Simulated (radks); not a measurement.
Excited configurations of Sm I: one electron is placed in a higher orbital outside [Xe] 4f6 6s1. The ground configuration is [Xe] 4f6 6s2. All-electron calculation, scalar-relativistic Kohn-Sham, PBE, spin-polarised, spherical densities, point nucleus; open shells are filled with parallel spins first (spin-orbit coupling, left out, can overturn this in heavy ions). Program: a radial shooting solver on a logarithmic mesh with Libxc functionals. Excitation = E - E(ground); binding = E(ion) - E, where the ion is the core of charge +1; n* = 1/sqrt(2 binding) in atomic units, and the quantum defect is n - n*.

5d: excitation (eV) 1.227; binding (eV) 4.334; n* 1.772; quantum defect 3.228; eigenvalue (eV) -1.432
5f: excitation (eV) 4.574; binding (eV) 0.986; n* 3.714; quantum defect 1.286; eigenvalue (eV) -0.469
6p: excitation (eV) 1.775; binding (eV) 3.786; n* 1.896; quantum defect 4.104; eigenvalue (eV) -2.039
6d: excitation (eV) 3.992; binding (eV) 1.569; n* 2.945; quantum defect 3.055; eigenvalue (eV) -0.792
6f: excitation (eV) 4.855; binding (eV) 0.706; n* 4.390; quantum defect 1.610; eigenvalue (eV) -0.402
7p: excitation (eV) 3.889; binding (eV) 1.672; n* 2.853; quantum defect 4.147; eigenvalue (eV) -1.014
7d: excitation (eV) 4.560; binding (eV) 1.000; n* 3.688; quantum defect 3.312; eigenvalue (eV) -0.589

The Delta-SCF ionisation energy is 5.561 eV (NIST Atomic Spectra Database: 5.644 eV, measured). Self-interaction in the functional shifts the binding energies and quantum defects, so they are the method's values and not measured ones. Open shells are spherical and high-spin; term and fine-structure splittings are not resolved. Spin-orbit splitting is averaged out at the scalar-relativistic level.
